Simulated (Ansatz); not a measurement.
One change: `[SeH][Al]([SeH])[SeH]` becomes `[SeH][In]([SeH])[SeH]`.

Ansatz, PBE0-D4/def2-TZVP geometries, multiplicity 1. Each molecule was computed in one conformer, which needn't be the lowest.

Elements past krypton have def2 core potentials. Scalar relativity is left out up to krypton.

```
                               property  `[SeH][Al]([SeH])[SeH]`
  LUMO energy (ωB97M-V/def2-TZVPP) / eV                     0.69
      LUMO energy (PBE/def2-TZVPP) / eV                    -1.83
     HOMO energy (PBE0/def2-TZVPP) / eV                    -7.31
HOMO–LUMO gap (ωB97M-V/def2-TZVPP) / eV                    10.12
  HOMO–LUMO gap (B3LYP/def2-TZVPP) / eV                     5.80
    HOMO–LUMO gap (PBE/def2-TZVPP) / eV                     4.35
```

Question: Give the same properties after the change, and the shifts. (Estimate.)

Answer: Ansatz gave: 
```
                               property  `[SeH][In]([SeH])[SeH]`  shift
  LUMO energy (ωB97M-V/def2-TZVPP) / eV                    -0.14  -0.83
      LUMO energy (PBE/def2-TZVPP) / eV                    -2.70  -0.87
     HOMO energy (PBE0/def2-TZVPP) / eV                    -7.22   0.09
HOMO–LUMO gap (ωB97M-V/def2-TZVPP) / eV                     9.22  -0.90
  HOMO–LUMO gap (B3LYP/def2-TZVPP) / eV                     4.79  -1.01
    HOMO–LUMO gap (PBE/def2-TZVPP) / eV                     3.39  -0.96
```

With PBE0 the HOMO rises by 0.09 eV and the LUMO falls by 0.88 eV, so the gap narrows by about 0.97 eV. PBE moves the HOMO by 0.09 eV and ωB97M-V by 0.08 eV.

B3LYP here is the variant with VWN-RPA as its local correlation; programs differ in this.

Spin–orbit coupling is left out; it splits and shifts lone-pair levels of the heavy atoms by tenths of an eV.
